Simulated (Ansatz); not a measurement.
`C[SiH](Cl)[SbH2]` + `O[SiH3]` → `[SiH3][O][SbH2]` + `C[SiH2]Cl` at 298.15 K and 1 bar (cleavage of the Sb–Si bond).

Gas-phase electronic energies from Ansatz, PBE0-D4/def2-TZVP geometries. CCSD(T)/CBS is the MP2 limit (def2-TZVPP, def2-QZVPP) plus CCSD(T) − MP2 in def2-TZVPP, frozen cores. def2 core potentials past Kr. For Sb outer-core shells are correlated without core-valence functions, which leaves a few kJ/mol of doubt a bond.

| species | CCSD(T)/CBS energy (Eh) | H − E (kJ/mol) | S (J/(mol·K)) |
| --- | --- | --- | --- |
| `C[SiH](Cl)[SbH2]` | -1030.59494 | 183.3 | 377.4 |
| `O[SiH3]` | -366.69042 | 113.6 | 257.8 |
| `[SiH3][O][SbH2]` | -607.29789 | 130.6 | 354.2 |
| `C[SiH2]Cl` | -789.97638 | 160.6 | 298.1 |

H − E and S are ideal-gas, rigid-rotor, harmonic terms from PBE0-D4/def2-TZVP, for one conformer and one mirror image of each species. 1 Eh = 2625.50 kJ/mol, R = 8.31446 J/(mol·K).

**Question.** By hand: ΔE, ΔH, ΔS and ΔG.

**Answer.** ΔE = (-607.29789) + (-789.97638) − (-1030.59494) − (-366.69042) = 0.01109 Eh = 29.1 kJ/mol. Δ(H − E) = 130.6 + 160.6 − 183.3 − 113.6 = -5.7, so ΔH = 23.4 kJ/mol. ΔS = 354.2 + 298.1 − 377.4 − 257.8 = 17.1 J/(mol·K). ΔG = 23.4 − 298.15 × (17.1)/1000 = 18.3 kJ/mol.

**Question.** By hand: the equilibrium constant, and the temperature at which ΔG would vanish if ΔH and ΔS stayed fixed.

**Answer.** log₁₀ K = −ΔG/(RT ln 10) = -3.2. ΔG = 0 at ΔH/ΔS = 1368 K, though so small a ΔS makes that figure unsure.

ΔH outweighs TΔS. A doubt of 5 kJ/mol in ΔE shifts log₁₀ K by 0.9 here. Other conformers and mirror images would add mixing entropy, several J/(mol·K) or more a flexible species. Modes under 60 cm⁻¹, often nearly free rotors, make the harmonic entropy too high. These are equilibria of isolated gas molecules and say nothing of rates. Largest T1 diagnostic: 0.014 (customary marks: 0.02 for closed shells, 0.045 for open ones).
